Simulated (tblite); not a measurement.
CH₇NOSi.
Bonds: N1–C2, C2–Si3, Si3–O4. Hydrogens: H5, H6 on N1; H7, H8 on C2; H9, H10 on Si3; H11 on O4.

Computed geometry: GFN2-xTB, gas phase.

**Question.** Give the optimised bond lengths and angles.

**Answer.** 
```
           bond  length (Å)   order
          N1–C2       1.465  single
         C2–Si3       1.911  single
         Si3–O4       1.623  single
   N1–H5, N1–H6       1.016  single
   C2–H7, C2–H8       1.095  single
Si3–H9, Si3–H10       1.463  single
         O4–H11       0.956  single
```

Bonds in one row agree within 0.01 Å and their mean is given. Orders are formal, as drawn. A selection of angles:
```
     angle  degrees
  C2–N1–H5    109.6
  C2–N1–H6    110.6
  H5–N1–H6    107.0
 N1–C2–Si3    107.8
  N1–C2–H7    112.9
  N1–C2–H8    107.1
 Si3–C2–H7    112.2
 Si3–C2–H8    110.2
  H7–C2–H8    106.5
 C2–Si3–O4    107.4
 C2–Si3–H9    111.6
C2–Si3–H10    109.2
 O4–Si3–H9    107.3
O4–Si3–H10    109.3
H9–Si3–H10    111.9
Si3–O4–H11    117.7
```

Torsions: N1–C2–Si3–O4 -40° (synclinal); H11–O4–Si3–C2 16° (synperiplanar). The mirror-image conformer, all signs reversed, is as good.

N1 (primary amine nitrogen) is pyramidal (angles 110.6°, 109.6° and 107.0°, sum 327.2°, 0.38 Å off the plane of its three neighbours). Si3 (oxygen-bound silicon) is tetrahedral (angles from 107.3° to 111.9°). Of the pairs four or more bonds apart, N1···H11 is among the closest relative to their van der Waals radii: 2.57 Å, 94 % of the sum of Bondi's values.

Point group: C1 (no symmetry element, even within 0.4 Å). Its GFN2-xTB frequencies are all real (lowest 66 cm⁻¹). One conformer, not necessarily the lowest (H–N1–C2–Si3 -67° and 175°, N1–C2–Si3–O4 -40°, C2–Si3–O4–H 16°).
